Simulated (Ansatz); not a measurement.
`C[NH][GeH]([F])[F]` + `[SiH3]`• → `C[NH][Ge]([F])[F]`• + SiH₄ at 500 K and 1 bar (hydrogen abstraction from a Ge–H bond).

Isolated molecules relaxed with PBE0-D4/def2-TZVP in Ansatz; ΔE leaves out vibrations. CBS: MP2 limit from def2 TZ/QZ plus the TZ coupled-cluster correction, frozen cores. This one scheme is used for every species. Open shells (•) are unrestricted, without spin–orbit coupling. For Ge outer-core shells are correlated without core-valence functions, which leaves a few kJ/mol of doubt a bond. Scalar relativity is left out up to krypton. One conformer a species, not always the lowest.

| species | CCSD(T)/CBS energy (Eh) | H − E (kJ/mol) | S (J/(mol·K)) |
| --- | --- | --- | --- |
| `C[NH][GeH]([F])[F]` | -2371.54669 | 223.1 | 419.1 |
| `[SiH3]`• | -290.80808 | 75.1 | 240.4 |
| `C[NH][Ge]([F])[F]`• | -2370.90091 | 197.4 | 417.3 |
| SiH₄ | -291.46306 | 102.4 | 230.9 |

H − E and S are ideal-gas, rigid-rotor, harmonic terms from PBE0-D4/def2-TZVP, for one conformer and one mirror image of each species, with the whole ground term of open shells counted as degenerate. 1 Eh = 2625.50 kJ/mol, R = 8.31446 J/(mol·K).

Question: By hand: ΔE, ΔH, ΔS and ΔG.

Answer: ΔE = (-2370.90091) + (-291.46306) − (-2371.54669) − (-290.80808) = -0.00920 Eh = -24.2 kJ/mol. Δ(H − E) = 197.4 + 102.4 − 223.1 − 75.1 = 1.6, so ΔH = -22.6 kJ/mol. ΔS = 417.3 + 230.9 − 419.1 − 240.4 = -11.3 J/(mol·K). ΔG = -22.6 − 500 × (-11.3)/1000 = -17.0 kJ/mol.

Question: By hand: the equilibrium constant, and the temperature at which ΔG would vanish if ΔH and ΔS stayed fixed.

Answer: log₁₀ K = −ΔG/(RT ln 10) = 1.8. ΔG = 0 at ΔH/ΔS = 2000 K, though so small a ΔS makes that figure unsure.

The number of gas molecules stays the same, so ΔS is small and ΔH decides. A doubt of 5 kJ/mol in ΔE shifts log₁₀ K by 0.5 here. Other conformers and mirror images would add mixing entropy, several J/(mol·K) or more a flexible species. These are equilibria of isolated gas molecules and say nothing of rates. Largest T1 diagnostic: 0.015 (customary marks: 0.02 for closed shells, 0.045 for open ones).
